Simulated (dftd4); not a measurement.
trisilane (H₈Si₃), singlet, geometry from GFN2-xTB; D4 for tpss (dftd4 4.2.0).

Input for dftd4:
```
$ dftd4 mol.xyz --func tpss --charge 0 --json dftd4.json --noedisp

# file mol.xyz
11

Si     1.84434748     0.77811444    -0.03231500
Si     0.16416537    -0.81270586    -0.09228709
Si    -1.99843538    -0.01529745     0.11893695
H      3.19901703     0.23312390    -0.14758428
H      1.70184530     1.75355602    -1.11706786
H      1.81606434     1.54371778     1.21735150
H      0.41379658    -1.82450880     0.94977864
H      0.27643206    -1.59248980    -1.33779706
H     -2.32028977     0.95246609    -0.93389650
H     -2.19373438     0.68155636     1.39358787
H     -3.03421581    -1.04897755     0.05493974
```

The log (banner, timings and long lists left out):

```
                    ____  _____ _____     ____  _  _
      -------------|  _ \|  ___|_   _|---|  _ \| || |------------
     |             | | | | |_    | | ___ | | | | || |_           |
     |             | |_| |  _|   | ||___|| |_| |__   _|          |
     |             |____/|_|     |_|     |____/   |_|            |
     |             ===================================           |
     |            E. Caldeweyher, S. Ehlert & S. Grimme          |
     |          Mulliken Center for Theoretical Chemistry        |
     |                    University of Bonn                     |
      -----------------------------------------------------------

Rational (Becke-Johnson) damping: tpss-D4-ATM
---------------------
  s6         1.0000
  s8         1.7660
  s9         1.0000
  a1         0.4282
  a2         4.5426
 alp        16.0000
--------------------

Dispersion energy:      -1.1645221611315E-02 Eh

[Info] JSON dump of results written to 'dftd4.json'
```
